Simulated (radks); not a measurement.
The numbers below are computed, except where a source is named.
Ionisation of Tc+, [Kr] 4d5 5s1, to Tc2+, [Kr] 4d5, under several functionals. Scalar-relativistic Kohn-Sham, spin-polarised, spherical densities, finite nucleus; open shells are filled with parallel spins first (spin-orbit coupling, left out, can overturn this in heavy ions); a radial shooting solver on a logarithmic mesh with Libxc functionals.

functional                                      E(Tc+) (hartree)  Exc (hartree)  IE (eV)  -e(HOMO) (eV)  <r> HOMO (bohr)  IE error (eV)
exchange-only LDA                                    -4277.17194     -119.88233   15.306         11.863            2.974         +0.046
PW91                                                 -4286.15253     -128.99178   15.683         12.239            2.960         +0.423
XLYP                                                 -4286.39245     -129.22333   15.461         11.963            2.975         +0.201
PBEsol                                               -4283.17565     -125.97650   15.626         12.219            2.945         +0.366
BLYP                                                 -4285.94459     -128.77034   15.438         11.952            2.968         +0.178
RPBE                                                 -4285.71607     -128.55306   15.479         12.063            2.970         +0.219
Wu-Cohen GGA                                         -4284.78910     -127.61074   15.665         12.247            2.946         +0.405
r2SCAN                                               -4286.08726     -128.77134   15.516         12.427            2.933         +0.256
B86b exchange with PBE correlation                   -4286.00530     -128.84217   15.623         12.179            2.963         +0.363
LDA (Slater exchange, Perdew-Wang correlation)       -4281.06057     -123.83490   15.890         12.431            2.945         +0.630

NIST Atomic Spectra Database: 15.260 eV (semi-empirical). Closest: exchange-only LDA. The Delta-SCF values span 0.58 eV, the total energies 9.22 hartree. The highest occupied level is 5s. Open shells are spherical and high-spin; term and fine-structure splittings are not resolved.
